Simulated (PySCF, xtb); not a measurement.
C₃H₈Si, SMILES C1C[SiH2]C1.

Harmonic wavenumbers (cm⁻¹) from xtb 6.7.1 with GFN2-xTB at its own minimum, in rising order: 76, 431, 449, 528, 613, 678, 717, 723, 774, 816, 874, 990, 1002, 1051, 1170, 1187, 1210, 1223, 1288, 1474, 1478, 1503, 2250, 2258, 2977, 2996, 2999, 3007, 3012, 3017.

Question: What does B3LYP-D3(BJ)/def2-SVP (PySCF 2.14.0) give at its own minimum? (An estimate is asked for; the answer gives what the named calculation found.)

Answer: 149, 412, 504, 541, 641, 672, 744, 815, 825, 892, 921, 957, 964, 981, 1081, 1152, 1208, 1238, 1288, 1415, 1432, 1470, 2201, 2209, 3033, 3056, 3057, 3084, 3126, 3126. Paired by order, the mean absolute difference is 49 cm⁻¹ and the zero-point energies are 61.1 and 61.7 kcal/mol.
